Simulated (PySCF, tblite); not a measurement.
Isomers of [C7H12O]+ (charge +1 and doublet state), one GFN2-xTB conformer each. Single-point energies are computed at B3LYP/pcH-1 (PySCF, gas phase, no added dispersion term), electronic only. GFN2-xTB treats the open shell by occupation alone, and not every SCF solution was tested for stability.

```tsv
SMILES	GFN2-xTB relative energy (kcal/mol)
CC1CCC(=[O+])CC1	0.0
[CH2+][C]1CC[C@](C)(O)C1	8.5
C[C+]1[CH][C@@](C)(CO)C1	28.7
```

Conformers: `[CH3:1][CH:2]1[CH2:3][CH2:4][C:5](=[O+:6])[CH2:7][CH2:8]1` (charge +1 and doublet state) with C1–C2–C3–C4 180°, C2–C3–C4–C5 57°, C3–C4–C5–O6 134°, C4–C5–C7–C8 48°; `[CH2+:1][C:2]1[CH2:3][CH2:4][C@:5]([CH3:6])([OH:7])[CH2:8]1` (charge +1 and doublet state) with H–C1–C2–C3 172° and -9°, C4–C5–O7–H 135°, C1–C2–C3–C4 -179°, C2–C3–C4–C5 24°, C3–C4–C5–C6 -157°, C4–C5–C8–C2 34°; `[CH3:1][C+:2]1[CH:3][C@@:4]([CH3:5])([CH2:6][OH:7])[CH2:8]1` (charge +1 and doublet state) with C3–C4–C6–O7 70°, C4–C6–O7–H 103°.

**Question.** What does B3LYP/pcH-1 give for the same structures?

**Answer.** 
| SMILES | B3LYP/pcH-1 E (Eh) | B3LYP/pcH-1 (kcal/mol) | GFN2-xTB (kcal/mol) | point group |
| --- | --- | --- | --- | --- |
| CC1CCC(=[O+])CC1 | -348.90397 | 0.0 | 0.0 | Cs |
| [CH2+][C]1CC[C@](C)(O)C1 | -348.89112 | 8.1 | 8.5 | C1 |
| C[C+]1[CH][C@@](C)(CO)C1 | -348.86107 | 26.9 | 28.7 | C1 |

Both levels put the same isomer lowest; measured from each level's own lowest isomer, the values differ by up to 1.8 kcal/mol (C[C+]1[CH][C@@](C)(CO)C1: 28.7 against 26.9). As drawn, the highest has a four-membered ring, an O–H bond and a quaternary carbon, which the lowest lacks.

**Question.** What happens when harmonic zero-point energies from GFN2-xTB frequencies are added?

**Answer.** 
```json
{"SMILES": "CC1CCC(=[O+])CC1", "ZPE (kcal/mol)": "108.0", "electronic (kcal/mol)": "0.0", "with ZPE (kcal/mol)": "0.0"}
{"SMILES": "[CH2+][C]1CC[C@](C)(O)C1", "ZPE (kcal/mol)": "106.0", "electronic (kcal/mol)": "8.1", "with ZPE (kcal/mol)": "6.1"}
{"SMILES": "C[C+]1[CH][C@@](C)(CO)C1", "ZPE (kcal/mol)": "105.4", "electronic (kcal/mol)": "26.9", "with ZPE (kcal/mol)": "24.3"}
```

The zero-point energies span 2.6 kcal/mol. The order is unchanged.
